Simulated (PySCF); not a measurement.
Calculation: PySCF with B3LYP-D3(BJ)/def2-TZVP // PBE-D3(BJ)/def2-SVP. Isolated molecules, 0 K electronic values unless said otherwise. One relaxed conformer stands for a flexible species; it need not be the lowest. B3LYP has the VWN-RPA correlation part, as in Gaussian. 

Reference species: [Zr(OH)2(NH2)2] (neutral, multiplicity 1).

```yaml
mean_distance_from_the_central_atom_to_its_bonded_neighbours: 2.004 Å
HOMO–LUMO gap: 6.10 eV
```

Changed species: [Zr(OH)(NH2)3] (3 of 4 OH replaced by NH2; the reference has 2 of 4 OH replaced by NH2).

Task: Predict the effect on the mean distance from the central atom to its bonded neighbours and HOMO–LUMO gap.

Result: the mean distance from the central atom to its bonded neighbours goes up by 0.026 Å, to 2.030 Å; the HOMO–LUMO gap increases by 0.04 eV, to 6.14 eV.
